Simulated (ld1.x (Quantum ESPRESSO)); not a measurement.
## N, TM: configuration errors across variants

N, norm-conserving Troullier–Martins (Kleinman–Bylander form), made with ld1.x (Quantum ESPRESSO) 7.5 (BP86, non-relativistic). Core [He], reference 2s2 2p3. Waves: 2s (bound): rc 0.65 bohr; 2p (bound): rc 1.35 bohr. Local part: all-electron potential smoothed inside 1.25 bohr (lloc = -1). Core correction: none.

All-electron excitation energies from the reference (eV): (1) 2s2 2p2 13.685; (2) 2s2 2p1 42.614; (3) 2s2 2p0 89.718; (4) 2s1 2p0 167.571; (5) 2s1 2p3 25.451; (6) 2s1 2p4 11.479; (7) 2s2 2p2.5 5.142.

2 further variants failed, have other tests or another functional or relativity, and are left out.

Errors AE − PS in meV (a dash: test not solved or not reliable):

| change | (1) | (2) | (3) | (4) | (5) | (6) | (7) | bound ghosts |
| --- | --- | --- | --- | --- | --- | --- | --- | --- |
| base | +9.7 | +106 | +541 | +854 | +6.3 | +29 | +1.3 | none |
| local potential all-electron potential smoothed inside 1.15 bohr (lloc = -1) | +10 | +110 | +550 | +865 | +7.1 | +29 | +1.4 | none |
| core correction a·sin(br)/r model core inside 0.72 bohr | +8.1 | +89 | +446 | +688 | +1.9 | +21 | +1.0 | none |
| wave 2s (bound): rc 0.65 bohr becomes 2s (bound): rc 0.86 bohr | +6.6 | +82 | +435 | +794 | -5.6 | +9.1 | +0.7 | none |

Task: Give the same row for: wave 2p (bound): rc 1.35 bohr becomes 2p (bound): rc 1.28 bohr.

Result: +8.5, +95, +493, +772, +9.4, +29, +1.1; bound ghosts: none.
